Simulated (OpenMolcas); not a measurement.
**Ar2+: the spin-orbit constant, Slater's ratio, worked from levels**

```
Program             : OpenMolcas
Basis               : ANO-RCC-VTZP [5s4p2d1f]
Scalar Hamiltonian  : DKH2, point nucleus
Active space        : 6 electrons in 9 orbitals (RAS2 3s 3p; RAS3 3d, at most 2 electrons)
State averaging     : 2S+1 = 3 even, 3 roots; 2S+1 = 1 even, 7 roots; 2S+1 = 3 odd, 3 roots; 2S+1 = 1 odd, 3 roots
Spin-orbit coupling : state interaction with AMFI integrals over the reference wave functions, term energies averaged over their components
```

Methods: RASSCF; MS-RASPT2, IPEA 0.25 Eh, imaginary shift 0.1 Eh (closed shells correlated: 2s 2p). Measured levels: Saloman, J. Phys. Chem. Ref. Data 39, 033101 (2010).

**The spin-orbit constant.** For the Hund term 3P of p4, E(J) = (A/2) J(J+1) + constant and ζ = -2S·A = -2A. From J = 0 to J = 2 the energy changes by 3 A.

| Source | E(2) - E(0) | A | ζ |
| --- | --- | --- | --- |
| RASSCF | -1423.6 | -474.5 | 949 |
| MS-RASPT2 | -1424.3 | -474.8 | 950 |
| measured | -1570.2 | -523.4 | 1047 |

All in cm-1. MS-RASPT2 is off by -9.3 % and RASSCF by -9.3 %. Both methods take the spin-orbit matrix elements from the reference wave functions, so the second can move ζ only through the term energies and any multistate remixing. Second-order mixing with other terms is absorbed into this ζ.

**Slater's ratio.** With one set of orbitals, p4 has 1D - 3P = 6 F2 and 1S - 1D = 9 F2 (F2 = F²/25), a ratio of 3/2. Term energies are centres of gravity, weighted by 2J + 1.

| Source | 1D - 3P | 1S - 3P | F2 from the first | Ratio |
| --- | --- | --- | --- | --- |
| RASSCF | 15623 | 34577 | 2604 | 1.213 |
| MS-RASPT2 | 14088 | 33355 | 2348 | 1.368 |
| measured | 13465 | 32721 | 2244 | 1.430 |

Energies in cm-1. A ratio away from 3/2 shows effects beyond one configuration with one set of orbitals, and in heavier atoms second-order spin-orbit shifts.

Term energies are means over components that CASPT2 splits; among the terms shown or strongly mixed into the levels shown the widest spread is 88 cm-1 (3s2 3p4 1D, MS-RASPT2). Active for correlation alone: 3d; no level in the range computed is led by a configuration that fills it, so any true level of that kind is missing. Measured partners are found by configuration, term and J. A level has none where our copy of the source lacks it or the pairing is in doubt (some pairs that miss far off the trend of their configuration count as doubtful), and it then counts in no deviation. Levels of configurations outside the active space are missing.
